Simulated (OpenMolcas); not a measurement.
## Ti2+, Zr2+, Hf2+: d2 down the group

- Program: OpenMolcas
- Method: MS-CASPT2, IPEA 0.25 Eh, imaginary shift 0.1 Eh
- Basis: ANO-R2
- Scalar Hamiltonian: X2C, finite nucleus
- Spin-orbit coupling: state interaction with AMFI integrals over the reference wave functions, term energies averaged over their components

Active space for each ion: 2 electrons in 6 orbitals (d s); closed shells correlated by CASPT2: Ti2+ 3s 3p; Zr2+ 4s 4p; Hf2+ 5s 5p.

Computed levels in cm-1 above 3F2:

| Level | Ti2+ | Zr2+ | Hf2+ |
| --- | --- | --- | --- |
| 3F3 | 192 | 723 | 4070 |
| 3F4 | 440 | 1566 | 7360 |
| 3P0 | 11050 | 8460 | 9460 |
| 3P1 | 11110 | 8750 | 12240 |
| 3P2 | 11250 | 9270 | 13800 |
| 1G4 | 14500 | 11260 | 15850 |
| 1S0 | 31960 | 23490 | 32050 |
| weight of 3F in the lowest level (%) | 100 | 99 | 76 |

Mixed levels, with the weight of the term that names them: Hf2+ 3P0 (66 %).

Measured, with the error of the calculation in %. Measured levels: Ti2+ from Corliss and Sugar, J. Phys. Chem. Ref. Data 8, 1 (1979); Zr2+ from Moore, Atomic Energy Levels, vol. II, NSRDS-NBS 35 (1971 reprint of NBS Circular 467, 1952); NIST levels as listed in Rynkun, Gaigalas and Jonsson, Astron. Astrophys. 637, A10 (2020).

```json
{"Level": "3F3", "Ti2+": "185 (+3.8)", "Zr2+": "681 (+6.2)"}
{"Level": "3F4", "Ti2+": "420 (+4.8)", "Zr2+": "1486 (+5.4)"}
{"Level": "3P0", "Ti2+": "10538 (+4.8)", "Zr2+": "8062 (+4.9)"}
{"Level": "3P1", "Ti2+": "10604 (+4.8)", "Zr2+": "8326 (+5.0)"}
{"Level": "3P2", "Ti2+": "10721 (+4.9)", "Zr2+": "8838 (+4.9)"}
{"Level": "1G4", "Ti2+": "14398 (+0.7)", "Zr2+": "11049 (+1.9)"}
{"Level": "1S0", "Ti2+": "32476 (-1.6)", "Zr2+": "23979 (-2.0)"}
```

The fine-structure level 3F4 changes by a factor of 16.7 from Ti2+ to Hf2+.

Without spin-orbit coupling 3P lies 10920, 8020, 8170 cm-1 above 3F in that order; the difference to the level 3P0, of either sign, comes from spin-orbit coupling, which also lowers the zero.

Term energies are means over components that CASPT2 splits; among the terms shown or strongly mixed into the levels shown the widest spread is 760 cm-1 (4d2 1G, Zr2+). Over all roots computed the reference weight is 0.91 to 0.96 in Hf2+; the roots of lowest weight are the least certain, and an intruder state may touch them. Terms from blocks run as CI alone lack orbitals of their own. Configurations are named by rounded mean occupations; where the s occupation lies near a half they are strongly mixed, a name can repeat and a true partner stay unpaired (holds for Hf2+). Measured partners are found by configuration, term and J. A level has none where our copy of the source lacks it or the pairing is in doubt (some pairs that miss far off the trend of their configuration count as doubtful), and it then counts in no deviation. Levels of configurations outside the active space are missing.
